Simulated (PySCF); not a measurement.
Compound: C5H10BF3O.
Atom-mapped SMILES: `[CH3:1][C:2]([CH3:3])([CH3:4])[BH:5][O:6][C:7]([F:8])([F:9])[F:10]` (hydrogens: H11, H12, H13 on C1; H14, H15, H16 on C3; H17, H18, H19 on C4; H20 on B5)

Level of theory: PBE0-D3(BJ)/def2-SVP geometry optimisation, gas phase in PySCF 2.14.0.

Task: What internal coordinates does the optimisation give?

Result: 
```csv
bond,length (pm),order
"C1–C2, C2–C4",153.0,single
C2–C3,154.2,single
C2–B5,156.8,single
B5–O6,137.7,single
O6–C7,135.0,single
"C7–F8, C7–F9, C7–F10",132.7,single
C1–H11 and 8 like bonds,110.2,single
B5–H20,120.9,single
```

Bonds in one row agree within 1 pm and their mean is given. Orders are formal, as drawn. A selection of angles:
```csv
angle,degrees
C2–C1–H11,111.7
C2–C1–H13,110.5
H11–C1–H12,107.7
C1–C2–C3,109.3
C1–C2–C4,110.6
C1–C2–B5,110.0
C3–C2–B5,103.6
C4–C2–B5,113.2
C2–B5–O6,118.9
C2–B5–H20,122.6
O6–B5–H20,118.4
B5–O6–C7,121.9
O6–C7–F8,111.8
O6–C7–F10,108.8
F8–C7–F9,108.0
F9–C7–F10,108.6
```

Torsions: C1–C2–B5–O6 -141° (anticlinal); C2–B5–O6–C7 -176° (antiperiplanar); B5–O6–C7–F8 -56° (synclinal). The mirror-image conformer, all signs reversed, is as good.

B5 (three-coordinate boron) is planar (angles 122.6°, 118.9° and 118.4°, sum 359.9°, 0.02 Å off the plane of its three neighbours). Of the pairs four or more bonds apart, O6···H17 is among the closest relative to their van der Waals radii: 2.65 Å, 97 % of the sum of Bondi's values. O6 (boron-bound oxygen) is bent (angle 121.9°).

Point group: C1 (no symmetry element, even within 0.4 Å). PBE0-D3(BJ)/def2-SVP frequencies: not computed here. One conformer, not necessarily the lowest.
